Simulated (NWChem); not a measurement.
Molecule: C₃H₆OS; SMILES C[C@@H](S)C=O

```xyz
11

C      1.7742     0.5740    -0.2692
C      0.4920     0.1107     0.4153
S     -0.9331     1.1513    -0.0268
C      0.2382    -1.3560     0.1436
O     -0.8049    -1.8426    -0.1948
H      2.0052     1.6129     0.0048
H      1.6689     0.5272    -1.3632
H      2.6299    -0.0511     0.0348
H      0.6435     0.1621     1.5115
H     -1.7487     0.0921    -0.2467
H      1.1439    -1.9956     0.3078
```
Atoms are numbered in this order, from 1.

Computed with NWChem. Geometry: optimised at PBE0/def2-SVP. B3LYP is NWChem's, with the RPA form of VWN correlation. Vertical excitations in the gas phase; the lowest state need not have the same character in each row.

```csv
level,"lowest excitation, singlet (eV)",oscillator strength of that lowest state,orbital gap (eV)
"PBE/def2-SVP, full TDDFT",3.34,0.004,3.27
"B3LYP/def2-SVP, full TDDFT",4.29,0.004,5.25
"PBE0/def2-SVP, full TDDFT",4.47,0.001,5.78
```
